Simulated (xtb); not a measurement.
Al(OH)(OMe)(NH2) (CH₆AlNO₂), SMILES C[O][Al]([NH2])[OH]. All values are semi-empirical tight-binding results from xtb (GFN2-xTB unless named), good for trends rather than for accurate numbers. Coordinates come from a GFN2-xTB optimisation. Other conformers were not sampled.

The geometry has at least one imaginary mode, so it is a saddle point at that level.

For metal compounds this method's bond lengths and energies can be far off.

```json
{
  "point_group_as_xtb_finds_it": "Cs",
  "orbital_gap": "3.81 eV"
}
```
